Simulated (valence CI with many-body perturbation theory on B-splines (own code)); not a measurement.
# Level structure of Te XLVI

Level of theory: configuration interaction combined with many-body perturbation theory (CI+MBPT): five valence electrons over a frozen Dirac-Fock core [He], a basis of 9 s, 9 p, 8 d, 6 f, 3 g, 1 h functions for each j, with the one-electron correlation potential Σ1, the two-electron term Σ2, the three-electron term Σ3, Breit, model QED; selected CI, second order for the rest (own B-spline code, finite nucleus).

The last digits are not significant, and no measured levels were compared; by estimate large intervals hold to a few tenths of a per cent, small ones and those within an open d or f shell to about a per cent. Among the levels kept, up to 1300 cm⁻¹ of a level comes from second order outside the variational space, and about a tenth of that is noise between levels of different J, which matters for small intervals.

Levels 46 to 78 of 78, with energies above the lowest level, (2s^2 2p1/2^2 2p3/2) J=3/2. "Leading %" is the weight of the configuration and term that name the level; weights of strongly mixed levels are sums over their largest components and can fall short. In the jj column 3d3/2^4 stands for four electrons in 3d with j = 3/2. Lifetimes count E1, E2, E3, M1 and M2 decay at the calculated energies, and are blank where another channel may lead or the interval is too uncertain; long ones can be off by a factor of two.

| No. | Configuration | Term | J | E (× 10³ cm⁻¹) | Leading % | Leading jj | Second component | Lifetime |
| --- | --- | --- | --- | --- | --- | --- | --- | --- |
| 46 | 2s.2p3.3s | 2P° | 3/2 | 38262 | 31 | 2s 2p1/2^2 2p3/2 3s (96 %) | 20 % 2s.2p3.3s 2D° | 40.9 fs |
| 47 | 2s2.2p2.3d | 4D | 3/2 | 38264 | 18 | 2s 2p1/2^2 2p3/2 3p1/2 (46 %) | 16 % 2s2.2p2.3d 2P | 11.4 fs |
| 48 | 2s2.2p2.3d | 4P | 5/2 | 38277 | 18 | 2s 2p1/2^2 2p3/2 3p1/2 (50 %) | 15 % 2s2.2p2.3d 2F | 8.40 fs |
| 49 | 2s2.2p2.3d | 4P | 1/2 | 38292 | 37 | 2s^2 2p1/2 2p3/2 3d3/2 (96 %) | 30 % 2s2.2p2.3d 2P | 2.08 fs |
| 50 | 2s2.2p2.3d | 4P | 3/2 | 38310 | 41 | 2s^2 2p1/2 2p3/2 3d5/2 (52 %) | 26 % 2s2.2p2.3d 2P | 3.05 fs |
| 51 | 2s2.2p2.3d | 2G | 9/2 | 38314 | 60 | 2s^2 2p1/2 2p3/2 3d5/2 (99 %) | 39 % 2s2.2p2.3d 4F | 52.7 ps |
| 52 | 2s2.2p2.3d | 4D | 5/2 | 38332 | 29 | 2s^2 2p1/2 2p3/2 3d5/2 (50 %) | 24 % 2s2.2p2.3d 2F | 4.12 fs |
| 53 | 2s2.2p2.3d | 2D | 5/2 | 38411 | 59 | 2s^2 2p1/2 2p3/2 3d5/2 (87 %) | 18 % 2s2.2p2.3d 4P | 1.99 fs |
| 54 | 2s2.2p2.3d | 2F | 7/2 | 38461 | 64 | 2s^2 2p1/2 2p3/2 3d5/2 (94 %) | 20 % 2s2.2p2.3d 2G | 2.01 fs |
| 55 | 2s2.2p2.3d | 2D | 3/2 | 38478 | 60 | 2s^2 2p1/2 2p3/2 3d5/2 (98 %) | 27 % 2s2.2p2.3d 2P | 2.95 fs |
| 56 | 2s2.2p2.3d | 2P | 1/2 | 38504 | 63 | 2s^2 2p1/2 2p3/2 3d5/2 (97 %) | 31 % 2s2.2p2.3d 2S | 2.61 fs |
| 57 | 2s.2p3.3p | 2P | 1/2 | 38722 | 33 | 2s 2p1/2^2 2p3/2 3p1/2 (94 %) | 22 % 2s.2p3.3p 4D | 36.3 fs |
| 58 | 2s.2p3.3p | 2D | 3/2 | 38731 | 29 | 2s 2p1/2^2 2p3/2 3p1/2 (89 %) | 24 % 2s.2p3.3p 4F | 33.9 fs |
| 59 | 2s2.2p2.3s | 4P | 5/2 | 38736 | 59 | 2s^2 2p3/2^2 3s (96 %) | 37 % 2s2.2p2.3s 2D | 117 fs |
| 60 | 2s2.2p2.3s | 2P | 3/2 | 38787 | 47 | 2s^2 2p3/2^2 3s (90 %) | 34 % 2s2.2p2.3s 2D | 17.4 fs |
| 61 | 2s.2p3.3p | 4D | 7/2 | 38907 | 44 | 2s 2p1/2^2 2p3/2 3p3/2 (96 %) | 37 % 2s.2p3.3p 6P | 682 fs |
| 62 | 2s.2p3.3p | 4P | 3/2 | 38962 | 35 | 2s 2p1/2^2 2p3/2 3p3/2 (96 %) | 23 % 2s.2p3.3p 2P | 12.6 fs |
| 63 | 2s.2p3.3p | 4P | 5/2 | 39053 | 37 | 2s 2p1/2^2 2p3/2 3p3/2 (95 %) | 22 % 2s.2p3.3p 2D | 13.5 fs |
| 64 | 2s2.2p2.3s | 2S | 1/2 | 39060 | 59 | 2s^2 2p3/2^2 3s (83 %) | 16 % 2s2.2p2.3s 4P | 22.0 fs |
| 65 | 2s.2p3.3p | 4P | 1/2 | 39088 | 30 | 2s 2p1/2^2 2p3/2 3p3/2 (81 %) | 24 % 2s.2p3.3p 2P | 8.05 fs |
| 66 | 2s2.2p2.3p | 2P° | 3/2 | 39323 | 26 | 2s^2 2p3/2^2 3p1/2 (96 %) | 23 % 2s2.2p2.3p 4P° | 668 fs |
| 67 | 2s2.2p2.3p | 2D° | 5/2 | 39350 | 41 | 2s^2 2p3/2^2 3p1/2 (96 %) | 25 % 2s2.2p2.3p 2F° | 1.46 ps |
| 68 | 2s.2p3.3p | 2D | 5/2 | 39421 | 27 | 2s 2p1/2^2 2p3/2 3p3/2 (97 %) | 17 % 2s.2p3.3p 4P | 18.3 fs |
| 69 | 2s.2p3.3d | 4D° | 5/2 | 39445 | 30 | 2s 2p1/2^2 2p3/2 3d3/2 (94 %) | 27 % 2s.2p3.3d 6D° | 31.9 fs |
| 70 | 2s.2p3.3d | 6D° | 3/2 | 39466 | 34 | 2s 2p1/2^2 2p3/2 3d3/2 (96 %) | 19 % 2s.2p3.3d 4P° | 16.4 fs |
| 71 | 2s.2p3.3d | 6D° | 7/2 | 39475 | 27 | 2s 2p1/2^2 2p3/2 3d3/2 (82 %) | 23 % 2s.2p3.3d 4F° | 347 fs |
| 72 | 2s.2p3.3d | 4P° | 1/2 | 39478 | 42 | 2s 2p1/2^2 2p3/2 3d3/2 (96 %) | 38 % 2s.2p3.3d 6D° | 49.5 fs |
| 73 | 2s.2p3.3p | 2P | 3/2 | 39499 | 28 | 2s 2p1/2^2 2p3/2 3p3/2 (96 %) | 17 % 2s.2p3.3p 4D | 20.1 fs |
| 74 | 2s.2p3.3p | 4P | 1/2 | 39529 | 46 | 2s 2p1/2^2 2p3/2 3p3/2 (96 %) | 14 % 2s.2p3.3p 2S | 235 fs |
| 75 | 2s.2p3.3d | 4F° | 9/2 | 39602 | 45 | 2s 2p1/2^2 2p3/2 3d5/2 (97 %) | 37 % 2s.2p3.3d 6D° | 38.8 ps |
| 76 | 2s2.2p2.3p | 2P° | 1/2 | 39640 | 73 | 2s^2 2p3/2^2 3p1/2 (93 %) | 16 % 2s2.2p2.3p 4D° | 1.06 ps |
| 77 | 2s.2p3.3d | 4D° | 5/2 | 39733 | 33 | 2s 2p1/2^2 2p3/2 3d5/2 (92 %) | 19 % 2s.2p3.3d 2D° | 4.18 fs |
| 78 | 2s.2p3.3d | 4D° | 3/2 | 39754 | 30 | 2s 2p1/2^2 2p3/2 3d5/2 (75 %) | 15 % 2s.2p3.3d 2D° | 8.69 fs |
